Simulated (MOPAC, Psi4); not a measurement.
Torsional profile of SMILES C[SiH2][SiH2]C(C)C. Scanned: dihedral Si2–Si3–C4–C5; all other coordinates were relaxed at GFN2-xTB. Heavy atoms are numbered in the order of the SMILES C[SiH2][SiH2]C(C)C, hydrogens after them in the order of the atoms that carry them; the mirror image has the same energies with the sign of each dihedral reversed.

Levels of theory: AM1, restricted, heats of formation // GFN2-xTB (MOPAC); B3LYP/def2-SVP // GFN2-xTB (Psi4); B3LYP-D3(BJ)/def2-SVP // GFN2-xTB (Psi4); PBE-D3(BJ)/def2-SVP // GFN2-xTB (Psi4).

Energies relative to the lowest point of each profile, in kJ/mol:

| φ / ° | AM1 | B3LYP/def2-SVP | B3LYP-D3(BJ)/def2-SVP |
|---|---|---|---|
| -150 | 3.79 | 4.68 | 4.49 |
| -120 | 6.38 | 8.51 | 8.12 |
| -90 | 2.52 | 3.70 | 2.86 |
| -60 | 0.00 | 1.08 | 0.00 |
| -30 | 3.19 | 5.10 | 4.18 |
| 0 | 6.44 | 8.51 | 8.13 |
| 30 | 3.35 | 3.47 | 3.41 |
| 60 | 0.06 | 0.01 | 0.57 |
| 90 | 0.16 | 3.89 | 5.45 |
| 120 | 1.63 | 7.17 | 9.24 |
| 150 | 0.28 | 2.73 | 4.22 |
| 180 | 0.26 | 0.00 | 0.48 |

**Question.** Estimate the PBE-D3(BJ)/def2-SVP values at these points.

**Answer.** -150: 4.41; -120: 8.09; -90: 2.86; -60: 0.00; -30: 4.18; 0: 8.10; 30: 3.32; 60: 0.48; 90: 5.33; 120: 9.12; 150: 4.09; 180: 0.38 (kJ/mol).
